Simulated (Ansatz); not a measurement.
The cluster VO₂⁺, relaxed as a singlet with RKS PBE-D4/def2-TZVP in Ansatz, starting from the GFN2-xTB geometry. Force threshold 0.02 eV/Å.

The structure holds one bond between oxygen atoms, so isomers without such links may lie far lower. The restricted singlet is unstable: a solution with broken spin symmetry lies lower. An occupied level of the charge 1 singlet lies above an empty one (by up to 0.35 eV), so this SCF solution is probably not the lowest. At PBE-D4/def2-TZVP a triplet of charge 1 lies 1.26 eV below the restricted singlet, each at its own geometry. The structure comes from a short search, and lower isomers may exist.

Start:

```xyz
3

V    -0.011    0.216   -0.964
O     0.293   -0.661    0.356
O    -0.282    0.445    0.609
```

```json
{"step": "1", "energy (eV)": "-29761.1481", "largest force component (eV/Å)": "7.411", "SCF passes": "56"}
{"step": "2", "energy (eV)": "-29761.8036", "largest force component (eV/Å)": "3.399", "SCF passes": "40"}
{"step": "3", "energy (eV)": "-29762.0384", "largest force component (eV/Å)": "0.308", "SCF passes": "40"}
{"step": "4", "energy (eV)": "-29762.0416", "largest force component (eV/Å)": "0.075", "SCF passes": "38"}
{"step": "5", "energy (eV)": "-29762.0419", "largest force component (eV/Å)": "0.027", "SCF passes": "39"}
{"step": "6", "energy (eV)": "-29762.0419", "largest force component (eV/Å)": "0.000", "SCF passes": "41"}
```

Force components are those of the run's own axes.

End:

```xyz
3

V    -0.011    0.229   -1.025
O     0.329   -0.737    0.370
O    -0.318    0.508    0.655
```

By distances, no bond broke or formed. The bond that changes most is O2–O3, from 1.27 to 1.43 Å (atoms count from 1).

No frequencies were taken in this run, so the end may be a saddle point.

Run time 6 s (4 threads of Arm Neoverse V1 on a shared host).
